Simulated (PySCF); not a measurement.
Computed shifts of a molecule C₃H₉NSi, HF/pcSseg-1 (PySCF), GIAO, gas phase, atoms alike by connectivity averaged where their shifts nearly agree, in ppm (number of nuclei): ¹⁵N: 19.6 (1). ²⁹Si: -11.1 (1). ¹³C: 21.3 (1), 19.8 (1), 13.5 (1). ¹H: 4.60 (1), 2.06 (1), 1.45 (1), 1.37 (1), 1.35 (1), 1.27 (1), 1.25 (1), 1.15 (1), 1.07 (1). References: ¹⁵N against NH3 (σ = 267.3 ppm); ²⁹Si against TMS (σ = 393.8 ppm); ¹³C against TMS (σ = 192.6 ppm); ¹H against TMS (σ = 31.99 ppm), references at their B3LYP-D3(BJ)/def2-TZVP geometries, non-relativistic. Coordinates come from a PBE0-D3(BJ)/def2-SVP optimisation. One conformer was computed; it need not be the lowest.

**Question.** Pick the molecule that these values belong to.
(A) C=CC[SiH2]N
(B) C1CN[SiH2]C1
(C) [SiH3]NC1CC1
(D) N[SiH]1CCC1

**Answer.** D, N[SiH]1CCC1
